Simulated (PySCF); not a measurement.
Exercise with solution: oscillator strength and radiative lifetime

CH₆ClNSi₃, SMILES Cl[Si@H]1C=N[SiH2][SiH2]1.

The structure is a stationary point at PBE0-D3(BJ)/def2-SVP. The structure was generated by enumeration; whether it is a known compound was not checked.

TDDFT-PBE0/def2-SVPD run with PySCF 2.14.0 puts the first singlet state with f over 0.02 at 4.97 eV (vertical), with the transition dipole (-0.475, -0.038, -0.005) in atomic units.

Question: Find the oscillator strength, the wavelength and the radiative lifetime that this transition would have in vacuum if emission retraced absorption.

Answer: 
|μ|² = 0.2271 au, so |μ| = 1.21 D. ΔE = 4.97/27.211 = 0.1826 hartree. f = (2/3) ΔE |μ|² = 0.028 (the program prints 0.028).
λ = 1239.84/4.97 = 249 nm; ν = 40086 cm⁻¹.
Einstein's coefficient A = 0.6670 ν² f s⁻¹ (ν in cm⁻¹) = 3.0e7 s⁻¹, so τ = 1/A = 34 ns. This state is S3; the lower singlets have f = 0.000, 0.003. The figure is the radiative limit of this one transition; relaxation, internal conversion, crossing to triplets and a medium change what is measured.
